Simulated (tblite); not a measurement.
Compound: C₆H₁₁NP (charge +1).
Cartesian coordinates in Å at the GFN2-xTB level; atoms count from 1:
```
atom  x, y, z in Å
C1    -2.489   -0.503    0.661
N2    -1.081   -0.456    1.059
P3     0.078    0.209    0.092
C4    -0.406    1.907   -0.290
C5     1.676    0.048    0.896
C6     2.505   -0.593    0.060
C7     1.919   -1.010   -1.212
C8     0.632   -0.681   -1.387
H9    -2.779    0.452    0.231
H10   -2.702   -1.298   -0.056
H11   -3.087   -0.673    1.556
H12   -0.784   -1.313    1.516
H13    0.455    2.427   -0.707
H14   -0.726    2.395    0.630
H15   -1.213    1.917   -1.021
H16    1.913    0.434    1.871
H17    3.537   -0.813    0.283
H18    2.510   -1.546   -1.936
H19    0.032   -0.895   -2.253
```

Calculated harmonic vibrations of the isolated species, GFN2-xTB (tblite), most abundant isotopes, no scaling. The method is semi-empirical: single wavenumbers can be off by several per cent or more. One conformer, not necessarily the lowest.

Harmonic wavenumbers (cm⁻¹): 65.8, 112.9, 126.5, 152.5, 165.9, 207.2, 255.8, 314.4, 382.5, 461.9, 494.4, 596.7, 657.9, 717.6, 728.0, 752.8, 802.2, 809.0, 849.3, 879.7, 888.5, 894.0, 907.2, 992.9, 1051.6, 1069.9, 1075.2, 1085.6, 1104.3, 1205.5, 1275.0, 1284.6, 1298.8, 1380.6, 1391.0, 1411.7, 1459.6, 1469.7, 1526.3, 1600.7, 2988.4, 2993.2, 3000.8, 3010.0, 3032.3, 3044.9, 3106.5, 3111.5, 3124.2, 3125.2, 3331.3.

A = 3047, B = 1292, C = 1244 MHz; mass 128.063 u (most abundant isotopes); point group C1, symmetry number 1.

**Question.** What is the zero-point energy?

**Answer.** Half the sum of the wavenumbers: 33887 cm⁻¹ = 405.38 kJ/mol.

**Question.** Entropy at 400 K, 1 bar (ideal gas, RRHO, classical rotation)?

**Answer.** Translation 175.48, rotation 123.22, vibration 154.82: S = 453.5 J/(mol K).

**Question.** And Cp and H(400 K) − H(0)?

**Answer.** Cp = 203.42 J/(mol K), of which vibrations give 170.16 (their classical limit is 51 R = 424.0); H(400 K) − H(0) = 46.84 kJ/mol without the zero-point energy, 33.53 from vibrations.

**Question.** Blend soft modes into free rotors: weight 1/[1 + (100 cm⁻¹/ν̃)⁴] for the oscillator and the rest for a rotor with moment μB/(μ + B), μ = h/(8π²ν), B = 10⁻⁴⁴ kg m². What vibrational entropy results?

**Answer.** 147.76 J/(mol K) in place of 154.82, which changes −T·S at 400 K by +2.83 kJ/mol.

**Question.** How do the functions run with temperature in this model?

**Answer.** 
| T (K) | S (J/(mol K)) | Cp (J/(mol K)) | H − H(0) (kJ/mol) | G − H(0) (kJ/mol) | ln q(vib) |
| --- | --- | --- | --- | --- | --- |
| 150 | 315.6 | 95.8 | 9.47 | -37.87 | 2.36 |
| 250 | 374.1 | 138.1 | 21.11 | -72.42 | 4.80 |
| 298.15 | 400.3 | 159.9 | 28.28 | -91.07 | 5.99 |
| 600 | 549.1 | 267.9 | 94.42 | -235.05 | 13.57 |
| 900 | 670.1 | 327.9 | 184.55 | -418.55 | 20.76 |

q(vib) and H(0) count from the zero-point level.

Hindered rotation and anharmonicity are outside this model. Other conformers, if any are populated, would add a mixing term that is left out. The structure is chiral; the term R ln 2 for an equal mix with its mirror image is left out.
